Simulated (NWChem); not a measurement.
Species: CH₆SSi; SMILES CS[SiH3]

```xyz
9

Si     0.1535     1.3469     0.0002
S     -0.7195    -0.6072     0.0002
C      0.7891    -1.6297     0.0013
H     -0.9884     2.3054    -0.0010
H      1.0051     1.5672     1.2110
H      1.0071     1.5664    -1.2092
H      1.3956    -1.4546    -0.8989
H      0.4581    -2.6771     0.0029
H      1.3961    -1.4520     0.9007
```
Atoms are numbered in this order, from 1.

All runs: NWChem. Pople sets run with spherical d functions. Structure relaxed at the PBE0/def2-SVP level. Core excitations by TDA in a window of 1s orbitals, non-relativistic and unshifted: absolute energies depend strongly on the exact-exchange share.

For level C K edge, PBE0/def2-TZVP:

```
Quantity                                  Value
---------------------------------------  ------
first 1s excitation (eV)                  277.5
dipole oscillator strength of the first  0.0232
```

Task: What are these values for level C K edge, PBE/6-311G**?

Result: 
| Item | Result |
|---|---|
| first 1s excitation (eV) | 269.2 |
| dipole oscillator strength of the first | 0.0001 |
